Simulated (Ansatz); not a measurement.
This triplet is an excited state, 2.01 eV above the relaxed singlet at the level B3LYP/cc-pVTZ // PBE0-D3(BJ)/def2-TZVP (Ansatz, an electronic-structure program).

Species: CHNOSi, SMILES `N#C[Si]O` (excited triplet) (charge 0, multiplicity 3).

### Question
Give a relaxed geometry from PBE0-D3(BJ)/def2-TZVP (Ansatz).

### Answer
This is not unique; one that fits is the end point of this relaxation, one of several conformers (outside a Z-matrix the atoms follow the SMILES, hydrogens last).
Bond lengths (Å): N1–C2 1.160, C2–Si3 1.804, Si3–O4 1.639, O4–H5 0.961. Bond angles (°): N1–C2–Si3 176.3, C2–Si3–O4 118.3, Si3–O4–H5 117.4.
